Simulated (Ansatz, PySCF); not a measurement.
Energy difference R1 + 2 R2 → P1, each structure at its B3LYP-D3(BJ)/def2-TZVP stationary point, reached from a drawn start (curvature not checked).
R1, O2Ti (SMILES [O]=[Ti]=[O]) (charge 0, multiplicity 1, Z-matrix in Å and degrees):
```
Ti
O 1 1.6408
O 1 1.6408 2 111.95
```
P1: H4O4Ti (SMILES [OH][Ti]([OH])([OH])[OH]), charge 0, multiplicity 1.
R2, H2O (SMILES O) (charge 0, multiplicity 1):
```xyz
3

O      0.0000     0.0000     0.3896
H      0.0000     0.7650    -0.1949
H      0.0000    -0.7650    -0.1949
```

P less R. No zero-point or thermal terms; no spin–orbit coupling. One arrangement of each flexible species, with no search for the lowest.

Correlated levels freeze the cores.

Codes used: Ansatz (an electronic-structure program) with Gaussian orbitals; PySCF for the D3/D4 terms. All values are computed, each at the level named.

Total energies in hartree:

```json
[
 {"structure": "R1", "PBE/def2-TZVPP": "-999.680053", "B3LYP-D3(BJ)/def2-TZVPP": "-1000.040036", "CCSD(T)/def2-TZVPP": "-998.858664"},
 {"structure": "P1", "PBE/def2-TZVPP": "-1152.622881", "B3LYP-D3(BJ)/def2-TZVPP": "-1153.174362", "CCSD(T)/def2-TZVPP": "-1151.719781"},
 {"structure": "R2", "PBE/def2-TZVPP": "-76.380147", "B3LYP-D3(BJ)/def2-TZVPP": "-76.467236", "CCSD(T)/def2-TZVPP": "-76.336963"}
]
```

Q: Work out the reaction energy at each level in eV (1 hartree = 27.21139 eV), and say how far PBE/def2-TZVPP lies from CCSD(T)/def2-TZVPP.

A: 
- PBE/def2-TZVPP: (-1152.622881) − (-999.680053) − 2 × (-76.380147) = -0.182534 hartree = -4.967 eV
- B3LYP-D3(BJ)/def2-TZVPP: (-1153.174362) − (-1000.040036) − 2 × (-76.467236) = -0.199854 hartree = -5.438 eV
- CCSD(T)/def2-TZVPP: (-1151.719781) − (-998.858664) − 2 × (-76.336963) = -0.187191 hartree = -5.094 eV
PBE/def2-TZVPP less CCSD(T)/def2-TZVPP: 0.127 eV. CCSD(T)/def2-TZVPP is the level counted from, the highest shown, and no exact or measured value.
